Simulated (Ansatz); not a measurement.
Isolated molecules relaxed with PBE0-D4/def2-TZVP in Ansatz; ΔE leaves out vibrations. CCSD(T)/CBS is the MP2 limit (def2-TZVPP, def2-QZVPP) plus CCSD(T) − MP2 in def2-TZVPP, frozen cores. This one scheme is used for every species. Functionals use def2-TZVPP. B3LYP here is the variant with VWN-RPA as its local correlation; programs differ in this. Each species was taken in one conformer, which may not be the lowest.

Consider the ligand exchange at the Si–S bond: `C[SiH](F)S` + `O[SiH2]O` → `C[SiH](F)O[SiH2]O` + H₂S.

(1) Is it downhill or uphill in electronic energy at CCSD(T)/CBS, and by how much? (Best estimate.)

(2) What do these levels give: PBE-D4, PBE0-D4, ωB97M-V, B2PLYP, PBE, B3LYP, CCSD/def2-TZVPP, CCSD(T)/def2-TZVPP, HF/def2-QZVPP, MP2/def2-QZVPP, SCS-MP2/def2-QZVPP, MP2/CBS(def2)? (Best estimate.)

Largest T1 diagnostic among the species: 0.011.

## Answers

(1) Ansatz gave: Downhill: ΔE = -16.2 kcal/mol.

(2) The calculation gave: PBE-D4 -12.2, PBE0-D4 -13.8, ωB97M-V -16.0, B2PLYP -16.3, PBE -11.5, B3LYP -15.8, CCSD/def2-TZVPP -17.6, CCSD(T)/def2-TZVPP -16.8, HF/def2-QZVPP -20.8, MP2/def2-QZVPP -15.7, SCS-MP2/def2-QZVPP -16.9, MP2/CBS(def2) -15.2 kcal/mol.

From PBE to PBE0 (25 % exact exchange), in def2-TZVPP and without D4, ΔE moves by −1.6 kcal/mol. In def2-TZVPP, CCSD(T) changes the Hartree–Fock value by +3.5 kcal/mol (the triples alone add +0.8 kcal/mol) and MP2 by +4.5 kcal/mol.
